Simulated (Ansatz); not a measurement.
Basis sets compared for `c1cc2c1cc1ccc3cc4ccc2c1c34`. Total charge 0; singlet. Geometry r2SCAN-D4/def2-SVP. Ansatz on 6 threads of Intel Xeon on a shared host; times are rough, and most runs start from earlier orbitals.

```xyz
24

C    -3.400    0.659    1.519
C    -2.816   -0.477    2.095
C    -1.628   -0.350    1.275
C    -2.251    0.877    0.647
C    -1.700    1.656   -0.324
C    -0.380    1.246   -0.786
C     0.422    1.852   -1.772
C     1.732    1.386   -2.186
C     2.226    0.255   -1.554
C     3.173   -0.900   -1.188
C     2.248   -1.379   -0.230
C     1.717   -2.231    0.786
C     0.451   -1.913    1.296
C    -0.383   -0.789    0.884
C     0.167    0.072   -0.152
C     1.375   -0.291   -0.585
H    -4.350    1.177    1.669
H    -3.139   -1.182    2.865
H    -2.201    2.535   -0.742
H     0.032    2.746   -2.271
H     2.258    1.943   -2.968
H     4.161   -1.217   -1.535
H     2.240   -3.107    1.181
H     0.045   -2.567    2.075
```

Binding counts from free atoms (C triplet, H doublet) in the same basis, without a counterpoise term.

```json
{"level": "PBE-D4/def2-SVP", "functions": "264", "energy (Eh)": "-613.1648", "HOMO (eV)": "-4.38", "LUMO (eV)": "-3.14", "binding per atom (eV)": "5.85", "wall time": "9 s"}
{"level": "PBE0-D4/def2-SVP", "functions": "264", "energy (Eh)": "-613.1950", "HOMO (eV)": "-5.06", "LUMO (eV)": "-2.53", "binding per atom (eV)": "5.69", "wall time": "15 s"}
```

Problem. Estimate the rows for PBE-D4/def2-TZVP (with forces), PBE0-D4/def2-TZVP (with forces).

Solution. 
```json
{"level": "PBE-D4/def2-TZVP (with forces)", "functions": "544", "energy (Eh)": "-613.7995", "HOMO (eV)": "-4.42", "LUMO (eV)": "-3.19", "binding per atom (eV)": "5.75", "wall time": "35 s"}
{"level": "PBE0-D4/def2-TZVP (with forces)", "functions": "544", "energy (Eh)": "-613.8264", "HOMO (eV)": "-5.05", "LUMO (eV)": "-2.54", "binding per atom (eV)": "5.59", "wall time": "96 s"}
```
